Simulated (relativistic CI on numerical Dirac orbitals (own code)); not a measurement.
**Transition arrays of Pd⁸⁺**

Calculated at this level of theory: Dirac-Coulomb-Breit CI, KLI orbitals optimised for each configuration, model QED, valence Slater integrals scaled by 0.9, whole transition arrays (own radial code, finite nucleus).

CI space (outside the closed core [Ar] 3d10 4s2): 4p6 4d2, 4p6 4d 4f, 4p5 4d3, 4p6 4d 5p, 4p6 4d 5f. Levels of other configurations are missing.

All E1 lines from the levels of 4p6 4d2; mean and standard deviation are weighted by gf, and upper levels are sorted by their leading configuration.

```csv
Upper configuration,Lines,Σgf,Mean (eV),Mean (nm),σ (eV),Strongest line (nm)
4p6 4d 4f,6,0.1,54.71,22.662,1.21,22.276
4p5 4d3,541,361.4,70.88,17.491,3.53,16.818
4p6 4d 5p,60,12.9,49.99,24.804,1.01,25.023
4p6 4d 5f,81,15.0,88.61,13.992,1.33,13.986
```

Σgf per state of the lower configuration in bins of 0.5 nm over the central range (centre: value): 13.75: 0.21, 14.25: 0.11, 16.25: 0.24, 16.75: 1.85, 17.25: 2.33, 17.75: 2.99, 18.25: 0.27, 20.75: 0.08, 21.25: 0.03, 21.75: 0.09, 22.25: 0.03, 24.25: 0.09.

**Question.** How do configuration mixing and the scaling of the Slater integrals move the arrays?

**Answer.** Slater scale 0.9, no configuration mixing: 4p6 4d 4f 59.4 ± 2.0 eV (Σgf 101.7), 4p5 4d3 69.6 ± 4.6 eV (Σgf 244.1), 4p6 4d 5p 50.0 ± 1.0 eV (Σgf 14.6), 4p6 4d 5f 88.4 ± 1.1 eV (Σgf 0.8); Slater scale 1: 4p6 4d 4f 54.0 ± 0.5 eV (Σgf 0.0), 4p5 4d3 72.3 ± 3.9 eV (Σgf 365.9), 4p6 4d 5p 50.0 ± 1.1 eV (Σgf 12.2), 4p6 4d 5f 88.7 ± 1.5 eV (Σgf 19.4); Slater scale 0.8: 4p6 4d 4f 54.7 ± 1.1 eV (Σgf 0.1), 4p5 4d3 69.5 ± 3.2 eV (Σgf 355.9), 4p6 4d 5p 50.0 ± 0.9 eV (Σgf 13.6), 4p6 4d 5f 88.6 ± 1.2 eV (Σgf 11.8). With mixing, levels are counted to their leading configuration, so an array can shrink or vanish into another, and the sums then hold other lines.
